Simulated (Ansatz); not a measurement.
Reaction (ligand exchange at a Ga–C bond): `C#[C][Ga]([F])[F]` + H₂Se → `[F][Ga]([F])[SeH]` + acetylene

Calculated with Ansatz (gas phase, PBE0-D4/def2-TZVP geometries, no zero-point term in ΔE). CBS: MP2 limit from def2 TZ/QZ plus the TZ coupled-cluster correction, frozen cores. This one scheme is used for every species. Functionals use def2-TZVPP. For Ga, Se outer-core shells are correlated without core-valence functions, which leaves a few kJ/mol of doubt a bond. Scalar relativity is left out up to krypton. One conformer a species, not always the lowest.

| level | ΔE (kJ/mol) | difference from CCSD(T)/CBS |
| --- | --- | --- |
| LDA (SPW92) | -70.9 | -3.8 |
| BLYP-D4 | -70.7 | -3.6 |
| PBE0-D4 | -71.6 | -4.5 |
| BHLYP-D4 | -71.1 | -4.0 |
| CAM-B3LYP | -66.1 | 1.0 |
| CCSD/def2-SVP | -61.5 | 5.6 |
| HF/def2-TZVPP | -65.3 | 1.8 |
| SCS-MP2/def2-TZVPP | -60.8 | 6.3 |
| CCSD(T)/def2-TZVPP | -61.4 | 5.7 |
| SCS-MP2/def2-QZVPP | -63.4 | 3.7 |
| CCSD(T)/CBS | -67.1 | 0 |

Largest T1 diagnostic among the species: 0.015.

At CCSD(T), def2-SVP lies +6.0 kJ/mol from the extrapolated value and def2-TZVPP +5.7 kJ/mol. Leaving LDA and LC-ωPBE aside and taking each functional with its dispersion term where it has one, the values, not all of them listed here, spread over 6.4 kJ/mol, from PBE-D4 to B97M-V.
